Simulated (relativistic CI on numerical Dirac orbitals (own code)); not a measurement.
## Inner-shell lines of Pm54+

Computed by Dirac-Coulomb-Breit CI, orbitals from a KLI potential per configuration, model QED (radiative potential, 1s self-energy scaled to tabulated hydrogen-like ionisation energies), valence Slater integrals scaled by 0.9 (own radial code, finite nucleus).

Configuration list: 1s2 2s2 2p3, 1s 2s2 2p4, 1s 2s2 2p3 3p, 1s2 2s 2p4, 1s 2s 2p5, 1s 2s 2p4 3p. Levels of other configurations are missing.

The table holds the strongest lines. The upper levels have an inner-shell vacancy. Auger decay, open to those above the ionisation limit, is not computed, and radiative decays to configurations outside the model are missing too. Absolute energies can be off by a few tenths of a per cent, and at this charge the scaling can make term splittings too narrow, so close lines can change order. LS names give the leading component, which can be well under half, for lower levels too. Brackets number the levels in order of energy.

```csv
E (eV),Upper,Lower,A (s⁻¹),gA (s⁻¹)
38523.2,1s 2s 2p5 4P°_5/2 [21],1s2 2s 2p4 2D_5/2 [10],3.19e+15,1.92e+16
38546.5,1s 2s2 2p4 4P_5/2 [14],1s2 2s2 2p3 2D°_5/2 [3],3.45e+15,2.07e+16
38555.8,1s 2s 2p5 4P°_5/2 [21],1s2 2s 2p4 4P_3/2 [9],4.04e+15,2.43e+16
38563.8,1s 2s 2p5 2P°_3/2 [27],1s2 2s 2p4 4P_1/2 [13],5.15e+15,2.06e+16
38565.7,1s 2s2 2p4 4P_5/2 [14],1s2 2s2 2p3 4S°_3/2 [2],4.23e+15,2.54e+16
38572.7,1s 2s2 2p4 2D_5/2 [18],1s2 2s2 2p3 2P°_3/2 [8],5.33e+15,3.20e+16
38589.9,1s 2s2 2p4 2P_3/2 [15],1s2 2s2 2p3 2D°_5/2 [3],6.50e+15,2.60e+16
39145.3,1s 2s 2p5 4P°_5/2 [21],1s2 2s 2p4 4P_5/2 [5],7.53e+15,4.52e+16
39163.7,1s 2s 2p5 2P°_1/2 [23],1s2 2s 2p4 2P_3/2 [7],1.33e+16,2.66e+16
39177.5,1s 2s2 2p4 2P_3/2 [15],1s2 2s2 2p3 2P°_3/2 [1],1.47e+16,5.87e+16
39182.4,1s 2s2 2p4 2D_5/2 [18],1s2 2s2 2p3 2D°_5/2 [3],7.34e+15,4.40e+16
39185.5,1s 2s2 2p4 2D_3/2 [20],1s2 2s2 2p3 2P°_1/2 [4],4.72e+15,1.89e+16
39190.7,1s 2s 2p5 2P°_3/2 [27],1s2 2s 2p4 2D_5/2 [10],1.15e+16,4.60e+16
39193.2,1s 2s2 2p4 4P_3/2 [17],1s2 2s2 2p3 4S°_3/2 [2],5.53e+15,2.21e+16
39199.4,1s 2s 2p5 2P°_3/2 [24],1s2 2s 2p4 2P_3/2 [7],6.70e+15,2.68e+16
39200.2,1s 2s 2p5 2P°_3/2 [22],1s2 2s 2p4 4P_5/2 [5],1.05e+16,4.21e+16
39207.4,1s 2s 2p5 4P°_1/2 [26],1s2 2s 2p4 4P_3/2 [9],1.33e+16,2.66e+16
39219.6,1s 2s2 2p4 2P_1/2 [19],1s2 2s2 2p3 4S°_3/2 [2],1.21e+16,2.43e+16
39223.0,1s 2s2 2p4 2D_3/2 [20],1s2 2s2 2p3 2D°_5/2 [3],9.40e+15,3.76e+16
39227.5,1s 2s2 2p4 4P_1/2 [25],1s2 2s2 2p3 2P°_3/2 [8],1.55e+16,3.10e+16
```
